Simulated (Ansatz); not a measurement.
`[F][GeH2][Br]` + H₂O → `[OH][GeH2][Br]` + H–F at 600 K and 1 bar (formal hydrolysis of a Ge–F bond).

Isolated molecules relaxed with PBE0-D4/def2-TZVP in Ansatz; ΔE leaves out vibrations. CBS: MP2 limit from def2 TZ/QZ plus the TZ coupled-cluster correction, frozen cores. This one scheme is used for every species. For Br, Ge outer-core shells are correlated without core-valence functions, which leaves a few kJ/mol of doubt a bond. Scalar relativity is left out up to krypton. Each species was taken in one conformer, which may not be the lowest.

```json
{"species": "`[F][GeH2][Br]`", "CCSD(T)/CBS energy (Eh)": "-4750.49448", "H − E (kJ/mol)": "87.6", "S (J/(mol·K))": "359.4"}
{"species": "H₂O", "CCSD(T)/CBS energy (Eh)": "-76.37941", "H − E (kJ/mol)": "76.8", "S (J/(mol·K))": "212.8"}
{"species": "`[OH][GeH2][Br]`", "CCSD(T)/CBS energy (Eh)": "-4726.46896", "H − E (kJ/mol)": "122.8", "S (J/(mol·K))": "376.5"}
{"species": "H–F", "CCSD(T)/CBS energy (Eh)": "-100.39570", "H − E (kJ/mol)": "42.3", "S (J/(mol·K))": "194.0"}
```

H − E and S are ideal-gas, rigid-rotor, harmonic terms from PBE0-D4/def2-TZVP, for one conformer and one mirror image of each species. 1 Eh = 2625.50 kJ/mol, R = 8.31446 J/(mol·K).

Question: By hand: ΔE, ΔH, ΔS and ΔG.

Answer: ΔE = (-4726.46896) + (-100.39570) − (-4750.49448) − (-76.37941) = 0.00923 Eh = 24.2 kJ/mol. Δ(H − E) = 122.8 + 42.3 − 87.6 − 76.8 = 0.7, so ΔH = 24.9 kJ/mol. ΔS = 376.5 + 194.0 − 359.4 − 212.8 = -1.7 J/(mol·K). ΔG = 24.9 − 600 × (-1.7)/1000 = 25.9 kJ/mol.

Question: By hand: the equilibrium constant, and the temperature at which ΔG would vanish if ΔH and ΔS stayed fixed.

Answer: log₁₀ K = −ΔG/(RT ln 10) = -2.3. ΔH and −TΔS have one sign here, so there is no such temperature.

The number of gas molecules stays the same, so ΔS is small and ΔH decides. A doubt of 5 kJ/mol in ΔE shifts log₁₀ K by 0.4 here. Other conformers and mirror images would add mixing entropy, several J/(mol·K) or more a flexible species. These are equilibria of isolated gas molecules and say nothing of rates. Largest T1 diagnostic: 0.010 (customary marks: 0.02 for closed shells, 0.045 for open ones).

ΔS is within the doubt of such terms, so its sign, and with it that verdict, could turn.
